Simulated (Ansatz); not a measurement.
Li₇Sn. Total charge 0; doublet. Geometry PBE0-D4/def2-TZVP.

```csv
atom,x (Å),y (Å),z (Å)
Li1,-3.0609,1.2335,-0.8243
Li2,3.2333,0.5055,1.9792
Li3,-1.2138,-1.1949,0.1321
Li4,1.5742,-0.4216,-0.5595
Li5,1.0812,-1.7044,2.2033
Li6,0.1767,1.1200,1.3392
Li7,-1.2631,-0.6488,-3.0011
Sn8,-0.5277,1.1107,-1.2690
```

In the def2 sets Sn takes a core potential; there is no spin–orbit coupling. LC-ωPBE has ω = 0.4 bohr⁻¹. At r2SCAN-D4/def2-TZVP, r2SCAN0-D4/def2-TZVP, LC-ωPBE/def2-TZVP the charge 0 doublet is spin-contaminated (final ⟨S²⟩ up to 0.85, 0.75 for a pure state). Another isomer (doublet) lies 0.41 eV lower at PBE0-D4/def2-TZVP; other spin states weren't run for this one.

Estimate the α-spin orbital energies around the gap (eV) in Ansatz with PBE-D4/def2-TZVP, r2SCAN-D4/def2-TZVP, PBE0-D4/def2-TZVP, r2SCAN0-D4/def2-TZVP, LC-ωPBE/def2-TZVP.


```tsv
orbital	PBE-D4/def2-TZVP	r2SCAN-D4/def2-TZVP	PBE0-D4/def2-TZVP	r2SCAN0-D4/def2-TZVP	LC-ωPBE/def2-TZVP
HOMO−5	-9.17	-9.45	-10.38	-10.63	-13.40
HOMO−4	-4.47	-4.59	-5.27	-5.33	-7.50
HOMO−3	-3.78	-3.83	-4.37	-4.42	-6.16
HOMO−2	-3.61	-3.64	-4.17	-4.21	-5.91
HOMO−1	-3.24	-3.26	-3.79	-3.81	-5.49
HOMO	-2.57	-2.65	-3.05	-3.12	-4.61
LUMO	-2.04	-1.92	-1.52	-1.46	-0.08
LUMO+1	-2.01	-1.79	-1.49	-1.37	-0.06
LUMO+2	-1.61	-1.44	-1.10	-1.02	0.32
LUMO+3	-1.36	-1.07	-0.81	-0.64	0.61
LUMO+4	-1.33	-1.02	-0.78	-0.59	0.67
LUMO+5	-1.12	-0.87	-0.58	-0.46	0.90
β HOMO	-3.17	-3.19	-3.67	-3.68	-5.23
β LUMO	-1.96	-1.73	-1.45	-1.34	-0.07
```
